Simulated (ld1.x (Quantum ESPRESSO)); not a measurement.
# u(r) = r·R(r): atom against pseudo-atom (carbon)

Columns: radius, all-electron u(r) and pseudo u(r) of the 2p shell (level -5.29 eV) of carbon in the configuration [He] 2s2 2p2; PBE, scalar-relativistic, RRKJ scheme, ld1.x (Quantum ESPRESSO) 7.5.

```csv
r (bohr),all-electron,pseudo
0.158,0.1009,0.0238
0.315,0.2708,0.0912
0.473,0.4269,0.1944
0.630,0.5459,0.3185
0.788,0.6301,0.4497
0.945,0.6812,0.5711
1.102,0.7050,0.6707
1.260,0.7078,0.7401
1.418,0.6951,0.7749
1.575,0.6718,0.7764
1.732,0.6417,0.7501
1.890,0.6072,0.7035
2.047,0.5706,0.6460
2.205,0.5331,0.5850
2.362,0.4962,0.5271
2.520,0.4599,0.4754
2.678,0.4252,0.4312
2.835,0.3924,0.3940
2.992,0.3614,0.3616
3.150,0.3323,0.3323
3.308,0.3051,0.3051
3.465,0.2801,0.2801
3.622,0.2568,0.2568
3.780,0.2352,0.2352
3.938,0.2152,0.2152
4.095,0.1969,0.1969
```

Problem. How many radial nodes do the two functions have?

Solution. The all-electron 2p function has n − l − 1 = 0; the pseudo-wave has 0.

Problem. At about which radius was the pseudo-wave matched?

Solution. 3.15 bohr. The columns agree to 0.0005 from 2.99 bohr on; several derivatives are matched, so the curves merge somewhat inside the radius.

Problem. Is the pseudo-wave norm-conserving?

Solution. Yes: the RRKJ scheme keeps the norm inside the radius equal to the all-electron one, which fixes the energy derivative of the logarithmic derivative at the level.
